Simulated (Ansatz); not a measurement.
Species: sum formula HSiO (charge 0, doublet). It need not be the lowest isomer of its formula. 
Coordinates optimised at B3LYP-D3(BJ)/def2-TZVP (Ansatz, a quantum-chemistry and plane-wave program):
```
O
H 1 0.9643
Si 1 1.6565 2 119.73
```
Charge 0, spin multiplicity 2.

Total electronic energies in hartree. Correlated levels leave the core frozen unless marked. UHF or UKS for open shells. Spin-orbit coupling is left out. Non-relativistic. Basis-set limits of correlation are two-point, X^-3; Hartree-Fock from the larger set. [CCSD(T)-MP2]/basis is that difference in the basis named.

```
level                                                                             program  energy (Eh)
-------------------------------------------------------------------------  --------------  -----------
HF/def2-TZVPP                                                                      Ansatz   -364.40329
RI-HF/cc-pV(Q+d)Z                                                                  Ansatz   -364.41415
LC-wPBE-D3(BJ)/def2-TZVPD                                                  Ansatz + dftd3   -365.18260
MP2/def2-SVP                                                                       Ansatz   -364.44875
MP2/CBS(cc-pV(T+d)Z,cc-pV(Q+d)Z)                                                   Ansatz    -364.7787
CCSD(T)/def2-SVP                                                                   Ansatz   -364.47434
RI-MP2/CBS(aug-cc-pV(T+d)Z,aug-cc-pV(Q+d)Z)+[CCSD(T)-MP2]/aug-cc-pV(D+d)Z          Ansatz    -364.8082
CCSD(T)/CBS(def2-TZVPP,def2-QZVPP)                                                 Ansatz    -364.8061
CCSD(T)/CBS(def2-TZVPPD,def2-QZVPPD)                                               Ansatz    -364.8054
```

Totals of different functionals don't rank their quality; only differences between species are comparable.
